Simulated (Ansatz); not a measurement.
A nudged elastic band was laid between two geometries of C2H8OSiTe (13 atoms, charge 0, multiplicity 1).

Theory: RKS PBE-D4/def2-SVP in Ansatz.

```json
{
 "movable images": "5",
 "climbing image": "yes",
 "spring": "5.0 eV/Å²",
 "optimiser": "quadratic models (default)",
 "start path": "IDPP",
 "force threshold": "0.5 eV/Å",
 "iteration limit": "60",
 "end points": "relaxed"
}
```

First end point:

```xyz
13
Properties=species:S:1:pos:R:3
C -1.658 -0.568 1.086
O -1.085 0.074 -0.039
C 0.288 -0.058 -0.161
Si 0.866 0.620 -1.849
Te 1.482 1.095 1.404
H -2.749 -0.393 1.046
H -1.458 -1.665 1.075
H -1.246 -0.139 2.030
H 0.646 -1.101 0.012
H 0.758 2.119 -1.846
H -0.002 0.066 -2.949
H 2.292 0.204 -2.069
H 1.888 -0.288 2.275
```

Last end point:

```xyz
13
Properties=species:S:1:pos:R:3
C -1.611 -0.345 1.239
O -1.039 0.297 0.115
C 0.250 -0.095 -0.200
Si 0.768 0.648 -1.881
Te 1.830 0.599 1.291
H -1.654 -1.451 1.100
H -1.019 -0.125 2.159
H -2.638 0.048 1.357
H 0.391 -1.202 -0.173
H 0.991 2.126 -1.723
H -0.318 0.419 -2.899
H 2.035 -0.020 -2.330
H 2.035 -0.933 1.960
```

Q: What changes between the two ends?

A: No bond is made or broken. The dihedral H7–C1–O2–C3 goes from -59 to 62°. The two ends are copies of one structure, up to a mirror image or an exchange of like atoms.

Q: Give the energies along the band, and the barrier.

A: The forces met the threshold. The highest image is number 3 of 0 to 6, 11.4 kJ/mol above the ends, which have the same energy within 2 meV. The threshold of 0.5 eV/Å is loose, so the images may lie well off the minimum-energy path. The order of the stationary point at the top wasn't checked.

```json
{"image": "0", "path coordinate (Å)": "0.00", "energy (kJ/mol)": "0.0", "dihedral H7–C1–O2–C3 (°)": "-59"}
{"image": "1", "path coordinate (Å)": "0.60", "energy (kJ/mol)": "2.3", "dihedral H7–C1–O2–C3 (°)": "-42"}
{"image": "2", "path coordinate (Å)": "1.19", "energy (kJ/mol)": "7.9", "dihedral H7–C1–O2–C3 (°)": "-23"}
{"image": "3", "path coordinate (Å)": "1.79", "energy (kJ/mol)": "11.4", "dihedral H7–C1–O2–C3 (°)": "1"}
{"image": "4", "path coordinate (Å)": "2.39", "energy (kJ/mol)": "8.4", "dihedral H7–C1–O2–C3 (°)": "25"}
{"image": "5", "path coordinate (Å)": "2.98", "energy (kJ/mol)": "2.6", "dihedral H7–C1–O2–C3 (°)": "45"}
{"image": "6", "path coordinate (Å)": "3.58", "energy (kJ/mol)": "0.0", "dihedral H7–C1–O2–C3 (°)": "62"}
```

Q: What is the geometry of the highest image?

A: 
```xyz
13
Properties=species:S:1:pos:R:3
C -1.651 -0.409 1.207
O -1.039 0.237 0.105
C 0.268 -0.091 -0.191
Si 0.798 0.694 -1.850
Te 1.812 0.663 1.312
H -2.541 -0.970 0.849
H -0.983 -1.125 1.736
H -1.974 0.358 1.943
H 0.471 -1.189 -0.176
H 0.973 2.178 -1.687
H -0.255 0.441 -2.897
H 2.093 0.064 -2.275
H 2.048 -0.885 1.937
```

Run time: 48 s on 2 threads of Arm Neoverse V1, on a shared host, peak memory 0.18 GiB.
